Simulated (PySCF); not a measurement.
**Simulated characterisation data**

Calculated, not measured (PySCF): GFN2-xTB geometry, NMR shieldings at PBE0/pcSseg-1/GIAO. Isolated molecule, one averaged value for each set of equivalent atoms, relativity neglected, one computed conformer.

Chemical shifts δ = σref − σ; ¹H (31.72 ppm), ¹³C (186.93 ppm) vs TMS, all at this level. Where no couplings were computed, multiplicities follow the n + 1 count of equivalent neighbours, and m marks all less simple cases (inequivalent or close neighbours, rings, F or P nearby). Shifts are as computed. Against solution values, carbons near 30 ppm lie about +3 ppm off and those near 130 ppm about +5 ppm. Of 1211 compounds with measured shifts, 218 miss one by over three times the rms of a fit or turn the order of signals round; such compounds aren't used in these exercises.

**1.** `InChI=1S/C5H12OSi2/c1-3-5-7-8-6-4-2/h4,7-8H2,1-2H3`. ¹H NMR (600 MHz, computed): δ 5.26 (t, 2H), 4.39 (t, 2H), 3.90 (q, 2H), 2.00 (s, 3H), 1.27 (t, 3H). ¹³C{¹H} NMR (computed): δ 115.1, 78.2, 65.0, 18.1, 6.2.

**2.** `c1(C(OC)=O)ccnnn1`, C$_{5}$H$_{5}$N$_{3}$O$_{2}$. ¹H NMR (600 MHz, computed): δ 9.59 (d, 1H), 8.13 (d, 1H), 4.37 (s, 3H). ¹³C{¹H} NMR (computed): δ 173.1, 155.2, 151.8, 123.4, 55.2.
